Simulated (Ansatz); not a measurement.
Cartesian coordinates in Å:
```
C -1.717 -1.039 -0.623
C -0.341 -0.978 -1.191
C 0.581 -0.046 -0.957
C 0.459 1.135 -0.052
Si 1.198 0.747 1.638
H -1.852 -1.950 -0.031
H -1.946 -0.190 0.022
H -2.468 -1.071 -1.419
H -0.072 -1.787 -1.866
H 1.547 -0.163 -1.441
H -0.580 1.441 0.092
H 0.991 1.996 -0.468
H 2.605 0.291 1.487
H 1.181 1.950 2.517
H 0.414 -0.335 2.291
```

The species carries charge 0 and has multiplicity 1.

(1) List the r2SCAN/def2-TZVPP orbital energies in eV (the Gaussian-basis code of Ansatz). (An estimate is asked.)

Answers

(1) The calculation gave: Occupied: -1790.74, -273.08, -273.01, -272.95, -272.91, -141.21, -96.07, -96.07, -96.06, -20.97, -18.94, -17.05, -13.73, -13.13, -12.34, -10.78, -10.44, -10.08, -9.22, -8.93, -8.51, -8.36, -8.17, -5.87. Lowest empty: -0.33, 0.43, 1.19, 1.29, 1.80, 1.95, 2.15, 2.60.
